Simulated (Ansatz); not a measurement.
A basis-limit estimate, worked out

An elementary step of BSiNH₆F₂, singlet (BNH₂F₂ ([NH2][B]([F])[F]) + SiH₄ → BSiH₃F₂ ([F][B]([F])[SiH3]) + NH₃ (still joined by a long B–N bond); bonds formed: B1–Si6, N2–H5; bonds broken: H5–Si6; bonds weakened to dative contacts: B1–N2). “Start” is the structure reached by relaxing down from the saddle towards the reactants; PBE0-D4/def2-TZVP structures. The saddle:

| atom | x (Å) | y (Å) | z (Å) |
| --- | --- | --- | --- |
| B1 | -0.2689 | 0.2662 | -0.8772 |
| N2 | 1.2118 | 0.6996 | -0.8359 |
| F3 | -0.5091 | -0.7779 | -1.6966 |
| F4 | -1.1376 | 1.2980 | -0.8778 |
| H5 | 0.7251 | 0.1291 | 0.2402 |
| Si6 | -0.6493 | -0.6946 | 1.2552 |
| H7 | 1.8669 | 0.1722 | -1.3959 |
| H8 | 1.4058 | 1.6907 | -0.8027 |
| H9 | -0.6034 | 0.1823 | 2.4604 |
| H10 | -2.0733 | -0.9867 | 0.9436 |
| H11 | 0.0321 | -1.9787 | 1.5866 |

Computed with Ansatz 0.2.0 (basis: def2-TZVPP and def2-QZVPP); correlated methods freeze the cores.

Energies in eV:

| quantity | saddle | start |
| --- | --- | --- |
| Hartree–Fock, triple zeta (X = 3) | -15527.26562 | -15530.71866 |
| Hartree–Fock, quadruple zeta (X = 4) | -15527.85466 | -15531.31915 |
| MP2 correlation, X = 3 | -26.72787 | -25.79280 |
| MP2 correlation, X = 4 | -28.93604 | -27.98113 |
| CCSD(T) correlation, X = 3 | -28.59707 | -27.69160 |

Q: Work out the barrier at the basis limit: extrapolate Hartree–Fock as E(X) = E∞ + A exp(−7.88 √X) and the MP2 correlation as E(X) = E∞ + B X^−2.97 (the exponents that Neese and Valeev fitted for def2-TZVPP and QZVPP), then add CCSD(T) − MP2 in triple zeta.

A: Each step is linear, so take the differences first (saddle − start): Hartree–Fock 3.45304 (X = 3) and 3.46449 (X = 4); MP2 correlation -0.93507 and -0.95491; CCSD(T) correlation -0.90547.
Two points give E∞ = E(4) + w [E(4) − E(3)], with w = 1/(exp(7.88 (2 − √3)) − 1) = 0.1377 for Hartree–Fock and w = 1/((4/3)^2.97 − 1) = 0.7407 for the correlation.
Hartree–Fock: 3.46449 + 0.1377 × 0.01145 = 3.4661 eV.
MP2 correlation: -0.95491 + 0.7407 × (-0.01984) = -0.9696 eV.
CCSD(T) − MP2: -0.90547 − (-0.93507) = 0.0296 eV.
Sum: 3.4661 + (-0.9696) + 0.0296 = 2.5261 eV, or 58.25 kcal/mol. Plain CCSD(T) in triple zeta gives 2.5476 eV, so the larger basis shifts the result by -0.0215 eV.

The T1 diagnostic stays at or below 0.013.

Labels in which every atom is bracketed show which atoms are joined, not bond orders.

For scale, one of the runs: CCSD(T)/def2-TZVPP, 250 basis functions, launched by `ansatz run in.yaml --threads 8 --pin off --events-out ev --progress --plain --max-ram 19148MiB`. Hardware: 8 CPU threads of an AMD EPYC 7R43, shared host. Wall time 2.1 min; peak host memory 5.6 GiB.
